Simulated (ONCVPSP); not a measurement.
**Gd: variants of one ONCV potential**

Base potential:

```json
{
  "Element": "Gd",
  "Generator": "ONCVPSP 4.0.1",
  "Type": "optimised norm-conserving Vanderbilt (ONCV)",
  "Functional": "PBE",
  "Relativity": "scalar-relativistic",
  "Frozen core": "[Kr] 4d10",
  "Valence charge": "18",
  "Reference configuration": "4f7 5s2 5p6 5d1 6s1 (charge +1)",
  "Partial waves": "5s+6s: rc 2.45 bohr, ncon 3, nbas 6, qcut 5.7 1/bohr, 2 projectors; 5p: rc 1.75 bohr, ncon 3, nbas 7, qcut 4.1 1/bohr, 3 projectors, debl 1.3 Ha; 5d: rc 2.80 bohr, ncon 4, nbas 8, qcut 4.6 1/bohr, 1 projector; 4f: rc 1.25 bohr, ncon 3, nbas 8, qcut 14.5 1/bohr, 1 projector",
  "Local potential": "polynomial inside 0.95 bohr (lpopt 5, dvloc0 -1 Ha)",
  "Core correction": "polynomial model core, fcfact 0.6"
}
```

Cutoffs, loose and tight: the cutoffs (Ha) at which the residual kinetic energy of the hardest occupied pseudo-wave falls to 1 and 0.1 mHa per electron. They do not see the model core or the augmentation charge, which bear on the density cutoff. Test errors are all-electron minus pseudo excitation energies from the reference, over the configurations 4f7 5s2 5p6 5d1 6s2; 4f7 5s2 5p6 5d1 6s0; 4f7 5s2 5p6 5d0 6s0; 4f7 5s2 5p6 5d0 6s2. A dash means not determined; rows that change the core or the reference have their own tests. The largest error is taken over the tests solved by every variant that gives reliable tests at all: 4f7 5s2 5p6 5d0 6s0; 4f7 5s2 5p6 5d1 6s0; 4f7 5s2 5p6 5d1 6s2.

A true bound ghost makes a file unfit for plane-wave use even where its test errors are small: the radial tests pick states by their node count and pass the ghost by.

```csv
change,outcome,"cutoff, loose","cutoff, tight",bound ghosts,GHOST(+) flags above zero,largest test error (meV)
base,generated,84 Ha,92 Ha,s,"p, d",-4.1
"local potential polynomial inside 0.95 bohr (lpopt 5, dvloc0 1.5 Ha)",generated,84 Ha,92 Ha,s,p,-4.2
f: rc 1.7,"failed: ERROR pspot: first pseudo wave function has node, program will stop",–,–,–,–,–
s: qcut 5.4; p: qcut 3.9; d: qcut 4.4; f: qcut 13.8,generated,79 Ha,86 Ha,s,"p, d",-4.4
d: nproj 3,generated,84 Ha,92 Ha,s,"p, d",-4.3
f: qcut 21,"failed: ERROR pspot: first pseudo wave function has node, program will stop",–,–,–,–,–
```

Q: What comes out with this change to the base: d: rc 3.96?

A: outcome: generated; cutoff, loose: 84 Ha; cutoff, tight: 92 Ha; bound ghosts: s; GHOST(+) flags above zero: p, d; largest test error (meV): +73.

Q: What comes out with this change to the base: all radii but the core radius scaled by about 1.07 (s 2.62, p 1.88, d 3.00, f 1.34 bohr); local potential polynomial inside 1.02 bohr (lpopt 5, dvloc0 -1 Ha)?

A: outcome: generated; cutoff, loose: 80 Ha; cutoff, tight: 89 Ha; bound ghosts: s; GHOST(+) flags above zero: p; largest test error (meV): +5.5.

Q: What comes out with this change to the base: reference 4f7 5s2 5p6 5d1 6s2?

A: outcome: generated; cutoff, loose: 84 Ha; cutoff, tight: 92 Ha; bound ghosts: s; GHOST(+) flags above zero: p, d; largest test error (meV): -7.6 over the solved tests; 1 of 4 tests not solved or not reliable.
